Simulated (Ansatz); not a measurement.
Species: CH3AlF2O, net charge 0, singlet state. 
Structure (B3LYP-D3(BJ)/def2-TZVP (Ansatz, an electronic-structure program) minimum search):
```
O
C 1 1.4123
H 2 1.0922 1 109.47
H 2 1.0922 3 108.41 1 -119.35
H 2 1.0937 3 108.60 4 -117.82
Al 1 1.6644 2 136.93 3 120.65
F 6 1.6395 1 119.68 2 180.00
F 6 1.6442 7 118.20 1 180.00
```
Charge 0, spin multiplicity 1.

Computed values are from Ansatz. Correlated levels leave the core frozen unless marked. UHF or UKS for open shells. No spin-orbit coupling. No relativistic terms. CBS marks a two-point X^-3 extrapolation of the correlation energy; Hartree-Fock from the larger set. [CCSD(T)-MP2]/basis is that difference in the basis named.

| Property | Value |
|---|---|
| atomisation energy De | 792.1 kcal/mol at CCSD(T)/CBS(aug-cc-pV(T+d)Z,aug-cc-pV(Q+d)Z) |
| vertical ionisation energy (to the doublet) | 11.67 eV at RI-MP2/CBS(aug-cc-pV(T+d)Z,aug-cc-pV(Q+d)Z)+[CCSD(T)-MP2]/aug-cc-pV(T+d)Z |
| vertical triplet-singlet gap | 6.67 eV at RI-MP2/CBS(aug-cc-pV(T+d)Z,aug-cc-pV(Q+d)Z)+[CCSD(T)-MP2]/aug-cc-pV(T+d)Z |
| total energy | -556.8217 Eh at CCSD(T)/CBS(aug-cc-pV(T+d)Z,aug-cc-pV(Q+d)Z) |
| dipole moment | 2.20 D at CCSD(T)/aug-cc-pV(D+d)Z |
| T1 diagnostic | 0.012 at CCSD/aug-cc-pV(Q+d)Z |
